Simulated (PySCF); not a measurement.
Radial density of Hg⁶⁰⁺ (mercury, charge +60)

BLYP, [Ar] 3d2, high-spin 3F determinant. Calculation: PySCF 2.14, in an uncontracted even-tempered set (17 s from 17 bohr⁻², ratio 2.5; 12 p from 22 bohr⁻², ratio 2.5; 7 d from 22 bohr⁻², ratio 2.5; 4 f from 76 bohr⁻², ratio 2.7; 3 g from 110 bohr⁻², ratio 2.7); the spin-free X2C one-electron Hamiltonian (Gaussian nucleus).

```tsv
r (bohr)	4πr²ρ (e/bohr)	4πr²(ρα − ρβ)
0.0131	110.7	0.0038
0.0220	97.06	0.0776
0.0369	128.0	0.7739
0.0621	122.9	4.6885
0.104	64.88	13.1490
0.176	67.91	10.4560
0.296	7.858	0.9969
0.497	0.03354	0.0052
```

Densities and radii are taken from the X2C orbitals without a picture-change correction, which distorts them close to the nucleus.

Spin-orbit coupling is strong in this species (close to jj coupling), so the high-spin LS determinant is a model state, not a physical level.
